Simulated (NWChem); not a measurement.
System: CHCl3OSi; SMILES O=C[Si](Cl)(Cl)Cl

```xyz
7

O     -1.5573     2.1706     0.7071
C     -1.4772     1.2477    -0.0734
Si    -0.0489    -0.0650     0.0019
Cl     1.2277     0.3661     1.5518
Cl     0.9544    -0.0211    -1.8054
Cl    -0.9073    -1.9284     0.2584
H     -2.2398     1.0945    -0.9026
```
Atoms are numbered in this order, from 1.

Computed with NWChem. Pople sets run with spherical d functions. All runs use the structure optimised with PBE-D3(BJ)/def2-SVP. Level: M06-2X/6-31G* with SMD (1 M gas to 1 M solution), gas-phase geometry. Reactions with the solvent are ignored.

Among these, which solvent gives the highest value of “solvation free energy (kcal/mol)”?
(A) water
(B) anisole
(C) chloroform
(D) 2-propanol

A, water. Values: 2-propanol -5.4; anisole -5.4; chloroform -5.3; water -1.3
